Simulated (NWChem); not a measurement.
System: CaBrCl; SMILES [Cl][Ca][Br]

Input file for NWChem:

```
start job
memory heap 200 mb stack 900 mb global 1100 mb
geometry units angstroms noautosym nocenter noautoz
  Ca     0.020764     0.582766     0.000000
  Cl    -0.195438     3.118142     0.000000
  Br     0.249845    -2.102042     0.000000
end
basis spherical
  * library cc-pvtz
end
dft
  xc xcamb88 1.00 lyp 0.81 vwn_5 0.19 hfexch 1.00
  cam 0.33 cam_alpha 0.19 cam_beta 0.46
  iterations 150
end
property
  efieldgrad
end
task dft property
```

Output (shortened):

```
             Northwest Computational Chemistry Package (NWChem) 7.3.0
             --------------------------------------------------------

                             Geometry "geometry" -> ""
                             -------------------------

 Output coordinates in angstroms (scale by  1.889725989 to convert to a.u.)

  No.       Tag          Charge          X              Y              Z
 ---- ---------------- ---------- -------------- -------------- --------------
    1 Ca                  20.0000     0.02076400     0.58276600     0.00000000
    2 Cl                  17.0000    -0.19543800     3.11814200     0.00000000
    3 Br                  35.0000     0.24984500    -2.10204200     0.00000000

 Effective nuclear repulsion energy (a.u.)     268.2759551784

                              NWChem Property Module
                              ----------------------

  itol2e modified to match energy
  convergence criterion.

                                 NWChem DFT Module
                                 -----------------

 Summary of "ao basis" -> "ao basis" (spherical)
 ------------------------------------------------------------------------------
       Tag                 Description            Shells   Functions and Types
 ---------------- ------------------------------  ------  ---------------------
 Ca                         cc-pvtz                 15       43   6s5p3d1f
 Cl                         cc-pvtz                 12       34   5s4p2d1f
 Br                         cc-pvtz                 15       43   6s5p3d1f

  itol2e modified to match energy
  convergence criterion.

            General Information
            -------------------
          SCF calculation type: DFT
          Wavefunction type:  closed shell.
          No. of atoms     :     3
          No. of electrons :    72
           Alpha electrons :    36
            Beta electrons :    36
          Charge           :     0
          Spin multiplicity:     1
          Use of symmetry is: off; symmetry adaption is: off
          Maximum number of iterations: 150
          AO basis - number of functions:   120
                     number of shells:    42
          Convergence on energy requested:  1.00D-07
          Convergence on density requested:  1.00D-05
          Convergence on gradient requested:  5.00D-04

              XC Information
              --------------
                     Hartree-Fock (Exact) Exchange  1.000
                   CAM-Becke88 Exchange Functional  1.000
                      VWN V Correlation Functional  0.190 local
              Lee-Yang-Parr Correlation Functional  0.810

           Range-Separation Parameters
           ---------------------------
           Alpha           :  0.19
           Beta            :  0.46
           Gamma           :  0.33
           Short-Range HF  :     F

             Grid Information
             ----------------
          Grid used for XC integration:  fine
          Radial quadrature: Mura-Knowles
          Angular quadrature: Lebedev.
          Tag              B.-S. Rad. Rad. Pts. Rad. Cut. Ang. Pts.
          ---              ---------- --------- --------- ---------
          Ca                  1.80      140          11.0       974
          Cl                  1.00      123          13.0       770
          Br                  1.15      140          13.0       974
          Grid pruning is: on
          Number of quadrature shells:   403
          Spatial weights used:  Erf1

      Superposition of Atomic Density Guess
      -------------------------------------

 Sum of atomic energies:       -3708.69034674

      Non-variational initial energy
      ------------------------------

 Total energy =   -3708.800136
 1-e energy   =   -5678.856577
 2-e energy   =    1701.780486
 HOMO         =      -0.416858
 LUMO         =      -0.110295

   convergence    iter        energy       DeltaE   RMS-Dens  Diis-err
 ---------------- ----- ----------------- --------- --------- ---------
 d= 0,ls=0.0,diis     1  -3712.3052625482 -3.98D+03  6.79D-03  8.15D-01
 d= 0,ls=0.0,diis     2  -3712.3409344296 -3.57D-02  3.06D-03  3.24D-01
 d= 0,ls=0.0,diis     3  -3712.3717665887 -3.08D-02  6.32D-04  1.93D-02
 d= 0,ls=0.0,diis     4  -3712.3741927029 -2.43D-03  1.35D-04  9.28D-05
 d= 0,ls=0.0,diis     5  -3712.3742415003 -4.88D-05  3.82D-05  9.82D-06
  Resetting Diis
 d= 0,ls=0.0,diis     6  -3712.3742456359 -4.14D-06  9.16D-06  8.91D-07
 d= 0,ls=0.0,diis     7  -3712.3742458396 -2.04D-07  2.48D-06  7.47D-08
 d= 0,ls=0.0,diis     8  -3712.3742458461 -6.49D-09  9.27D-07  6.64D-08

         Total DFT energy =    -3712.374245846093
      One electron energy =    -5683.229467137027
           Coulomb energy =     1858.544300003448
    Exchange-Corr. energy =     -155.965033890868
 Nuclear repulsion energy =      268.275955178354

 Numeric. integr. density =       71.999999995088

                       DFT Final Molecular Orbital Analysis
                       ------------------------------------

 Vector   34  Occ=2.000000D+00  E=-3.506519D-01
              MO Center=  1.4D-01, -7.8D-01,  7.7D-11, r^2= 6.4D+00
   Bfn.  Coefficient  Atom+Function         Bfn.  Coefficient  Atom+Function
  ----- ------------  ---------------      ----- ------------  ---------------
    91      0.442484  3 Br py                53      0.256234  2 Cl py
    94      0.252270  3 Br py                97      0.249095  3 Br py
    59      0.168868  2 Cl py                11      0.149213  1 Ca py
    14     -0.149247  1 Ca py                56      0.131769  2 Cl py
    83     -0.082519  3 Br s                  5      0.049763  1 Ca s

 Vector   35  Occ=2.000000D+00  E=-3.364485D-01
              MO Center=  2.4D-01, -1.9D+00, -5.9D-09, r^2= 2.0D+00
   Bfn.  Coefficient  Atom+Function         Bfn.  Coefficient  Atom+Function
  ----- ------------  ---------------      ----- ------------  ---------------
    90      0.511922  3 Br px                96      0.330276  3 Br px
    93      0.289378  3 Br px                13      0.056440  1 Ca px
    52      0.055867  2 Cl px                22     -0.052029  1 Ca d -2
    27     -0.047660  1 Ca d -2              91      0.043678  3 Br py
    58      0.040936  2 Cl px                10     -0.035586  1 Ca px

[...]

          -----------------------
          Electric field gradient
          -----------------------

 1 a.u. = 0.324123 10**(16) esu/cm**3  ( or statvolts/cm**2 ) = 0.97174 10**(22) v/m**2

 ------------------------------------------------------------
   Atom      X         Y         Z
 ------------------------------------------------------------
    1 Ca   0.03924   1.10127   0.00000
 ------------------------------------------------------------

 Electric field gradient in molecular frame (a.u.)
         XX             YY             ZZ             XY             XZ             YZ
 ------------------------------------------------------------------------------------------
       -0.581246       1.175367      -0.594121      -0.150934      -0.000000      -0.000000

 Principal components (a.u.) and orientation
 of principal axis w.r.t. absolute frame                      Asymmetry parameter eta
 --------------------------------------------------------------------------------------
        1.188241      -0.594121      -0.594121                       0.000000

       -0.084990       0.996382      -0.000201
        0.996382       0.084990      -0.000017
       -0.000000       0.000202       1.000000

 ------------------------------------------------------------
   Atom      X         Y         Z
 ------------------------------------------------------------
    2 Cl  -0.36932   5.89243   0.00000
 ------------------------------------------------------------

 Electric field gradient in molecular frame (a.u.)
         XX             YY             ZZ             XY             XZ             YZ
 ------------------------------------------------------------------------------------------
        0.114079      -0.230684       0.116605       0.029615      -0.000000       0.000000

 Principal components (a.u.) and orientation
 of principal axis w.r.t. absolute frame                      Asymmetry parameter eta
 --------------------------------------------------------------------------------------
       -0.233209       0.116605       0.116605                       0.000000

       -0.084967       0.002610       0.996380
        0.996384       0.000223       0.084967
       -0.000000       0.999997      -0.002620

 ------------------------------------------------------------
   Atom      X         Y         Z
 ------------------------------------------------------------
    3 Br   0.47214  -3.97228   0.00000
 ------------------------------------------------------------

 Electric field gradient in molecular frame (a.u.)
         XX             YY             ZZ             XY             XZ             YZ
 ------------------------------------------------------------------------------------------
        0.308615      -0.624070       0.315455       0.080165       0.000000       0.000000

 Principal components (a.u.) and orientation
 of principal axis w.r.t. absolute frame                      Asymmetry parameter eta
 --------------------------------------------------------------------------------------
       -0.630910       0.315455       0.315455                       0.000000

       -0.085016       0.024692       0.996074
        0.996380       0.002107       0.084990
       -0.000000       0.999693      -0.024781
```

Level: CAM-B3LYP/cc-pVTZ. Structure relaxed at the B3LYP/6-31G* (spherical d) level. NWChem prints the field gradient with the sign opposite to the second derivative of the potential.
